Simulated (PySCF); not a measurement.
**How good is the calculation?**

Numbering as in the mapped SMILES `[CH3:1][CH2:2][CH2:3][C:4](=[O:5])[c:6]1[cH:7][cH:8][cH:9][cH:10][cH:11]1`. Each H is labelled by its parent atom.

Measured values that the calculation should reproduce: δ ¹³C C3 40.4; C2 17.7; C1 13.8; δ ¹H H(C3) 2.86; H(C2) 1.72; H(C1) 1.02 ppm (measured; solution, not stated per compound (mostly CDCl3 or CCl4); Pretsch, Buehlmann, Badertscher, Structure Determination of Organic Compounds, 4th ed. (2009)).

Method: σ from GIAO-PBE0/pcSseg-1, geometry from GFN2-xTB, in PySCF (in vacuum, one averaged value for each set of equivalent atoms, no relativistic terms, one conformer).

Problem. Set the calculated values beside the experiment.

Solution. 
Reference values: measured (solution, not stated per compound (mostly CDCl3 or CCl4); Pretsch, Buehlmann, Badertscher, Structure Determination of Organic Compounds, 4th ed. (2009)).
```csv
atoms,quantity,reference,computed,"computed, scaled"
C3,δ ¹³C,40.4,45.0,41.7
C2,δ ¹³C,17.7,21.4,18.7
C1,δ ¹³C,13.8,15.9,13.4
H(C3),δ ¹H,2.86,2.90,2.83
H(C2),δ ¹H,1.72,1.89,1.87
H(C1),δ ¹H,1.02,1.13,1.15
```

Computed shifts are σ(ref) − σ with the named reference compound (TMS for H and C) calculated as an isolated molecule at the same level. The measured values may be among those fitted. Expected solution values come from regression of measured δ (H and C: mostly CDCl3, vs TMS) on computed σ: ¹³C (scatter 2.1 ppm rms, 2.3 ppm with the 13 outliers that the fit left out); ¹H (scatter 0.17 ppm rms, 0.18 ppm with the 4 outliers that the fit left out). Occasional misses reach two or three times the rms, and more in compound classes unlike the fitted ones.

Problem. How far are the unscaled ¹³C shifts from the references?

Solution. Mean signed difference +3.47 ppm, mean absolute 3.47 ppm over 3 comparisons; the largest is +4.6 ppm at C3 (sp3 CH2 α to a carbonyl).

Problem. How far are the unscaled ¹H shifts from the references?

Solution. Mean signed difference +0.11 ppm, mean absolute 0.11 ppm over 3 comparisons; the largest is +0.17 ppm at H(C2) (hydrogen on an sp3 CH2).
